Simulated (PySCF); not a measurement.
## BiCl₃ to BiCl₅: adding ligands

Level: PBE0 in the def2-SVP basis family, computed in PySCF with density fitting; scalar-relativistic core potentials for atoms from Rb on, none lighter, no spin–orbit coupling; open shells unrestricted.

Each entry is the lowest minimum that a search over a few typed start shapes (and spin states, where more than one is plausible) found, or that minimum re-optimised at the stated level; isomers with ligand–ligand bonds, or fragments after loss of a ligand pair, can lie lower.

```tsv
molecule	2S+1	point group	mean bond to Bi (Å)	highest ω (cm⁻¹)	lowest ω (cm⁻¹)	dipole (D)	atomisation (kJ/mol)
BiCl₃	1	C3v	2.458	354	100	4.11	891
BiCl₄	2	Td	2.496	310	53	0.00	979
BiCl₅	1	D3h	2.451	347	46	0.00	1076
```

The bond length does not run in one direction; the largest change, -0.045 Å, falls between BiCl₄ and BiCl₅ among the members listed.

The shape changes along the series: C3v for BiCl₃; Td for BiCl₄; D3h for BiCl₅.

Spin–orbit coupling can matter for BiCl₃, BiCl₄, BiCl₅.

Left out of the table are members whose search was unfinished or whose lowest solution was spin-contaminated, unstable, very soft or bonded differently.
